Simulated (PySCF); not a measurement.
# Relaxation of singlet PbSBr2

All numbers come from B3LYP in PySCF with Pb def2-SVP with ECP60, S def2-SVP, Br def2-SVP; scalar-relativistic core potentials, no spin–orbit coupling; density-fitted integrals. A (50,194) grid was used.

A hand-made trigonal planar start, of C2v symmetry, held to at least that symmetry:

Coordinates in bohr (charge 0 multiplicity 1):
```
Pb   -0.3097   -0.5365    0.0000
S    -2.4734   -4.2842    0.0000
Br    4.5658   -0.5364    0.0000
Br   -2.7475    3.6858    0.0000
```

Optimiser trace:
```csv
step,E − E(last) (kJ/mol),largest gradient (Eh/bohr)
0,15.76,0.01483
1,7.40,0.00465
2,1.67,0.00434
3,0.68,0.00367
4,0.03,0.00084
5,0.00,0.00016
6,0.00,0.00004
```

It ends at C2v with Pb–Br 2.606 Å (×2), Pb–S 2.334 Å; Br–Pb–Br 102.8°, Br–Pb–S 128.6° (×2) (after a last refinement on a finer grid). The frequency run here used a shortcut that can spoil soft modes, so no verdict on minimum or saddle point is given.

With an element this heavy the missing spin–orbit coupling can shift these numbers.

The relaxation took of the order of 60 core-seconds on a shared host.
